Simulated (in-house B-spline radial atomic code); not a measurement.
# RPA and G0W0 on CAM-B3LYP: Sn X (Sn9+)

Configuration [Kr] 4d5, highest spin, mean-field start CAM-B3LYP. Computed with a B-spline radial code for spherical atoms: all electrons, non-relativistic, point nucleus, each spin shell either full or empty, empty states to l = 9 with an (l + 1/2)⁻⁴ tail; G0W0 by contour deformation at full frequency.

Without relativity these are model numbers: it shifts the levels of so heavy an element strongly and can reorder them.

Command:
```bash
python run_gw.py task.json out
```
Settings (radii: box in bohr, nucleus in fm):
```
Z                        50
electrons                41
configuration            [Kr] 4d5
hamiltonian              nr
method                   camb3lyp
lmax                     9
spin_polarised           True
box_radius               7.11
intervals                50
```

Cost of the run: 2.9 s on 1 thread of Arm Neoverse V2, with other jobs on the host.

Energies (hartree):

```json
{"term": "mean-field total", "value": "-6000.76050"}
{"term": "Hartree-Fock functional on these orbitals", "value": "-5998.50737"}
{"term": "direct second order", "value": "-3.4191"}
{"term": "second-order exchange", "value": "0.97545"}
{"term": "SOSEX correction", "value": "0.92395"}
```

Task: What is the RPA correlation energy, and what remains with SOSEX?

Result: RPA gives -3.1007 hartree (-2.06 eV per electron); RPA + SOSEX gives -2.1768, and the second-order doubles -2.4437 hartree (no singles). SOSEX takes back 30 % of the RPA value.

Quasi-particle levels (eV):

| level | occupied | mean field | Σx - vxc | Σc | QP weight | G0W0 |
| --- | --- | --- | --- | --- | --- | --- |
| 4d up | yes | -180.14 | -7.65 | ? | ? | ? |
| 4p down | yes | -239.43 | -7.04 | -0.78 | 0.968 | -247.25 |
| 4s down | yes | -279.18 | -13.56 | 6.37 | 0.876 | -286.37 |
| 4d down | no | -165.05 | 9.93 | -3.91 | 0.974 | -159.03 |

G0W0 = mean field + (Σx - vxc) + Σc, with Σc (partial-wave tail included) taken at the quasi-particle energy. Only the outer levels were computed. Levels of low weight are left out.

Task: Where does G0W0 put 4d up?

Result: At -187.93 eV, with Σc = -0.14 eV and a quasi-particle weight of 0.974. The tabulated removal energy is 184 ± 2.2 eV (NIST, tabulated theory); the calculation leaves out relativity, Breit and QED terms, and what these don't explain is the method's own error.
